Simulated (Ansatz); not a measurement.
Cartesian coordinates (Å):
SMILES: CC=C=O
```xyz
8

C     -0.9250    -0.3071     0.0317
C      0.3134     0.5512     0.0807
C      1.5137     0.0821    -0.1426
O      2.5738    -0.3390    -0.3412
H     -0.6759    -1.3390    -0.2089
H     -1.4398    -0.3019     0.9930
H     -1.6196     0.0555    -0.7266
H      0.2566     1.6070     0.3065
```
Charge 0, multiplicity 1.

Level of theory: Ansatz (a first-principles code) with frozen-core CCSD(T)/cc-pVQZ // M06-2X/def2-TZVP.

* **HF energy**: -190.84540 Ha
* **MP2 correlation energy**: -0.75987 Ha

Question: Estimate the CCSD correlation energy, the (T) correction, the total energy and the T1 diagnostic.

Answer: 
| Property | Value |
|---|---|
| CCSD correlation energy | -0.77083 Ha |
| (T) correction | -0.03670 Ha |
| CCSD(T) total energy | -191.65293 Ha |
| T1 diagnostic | 0.015 |
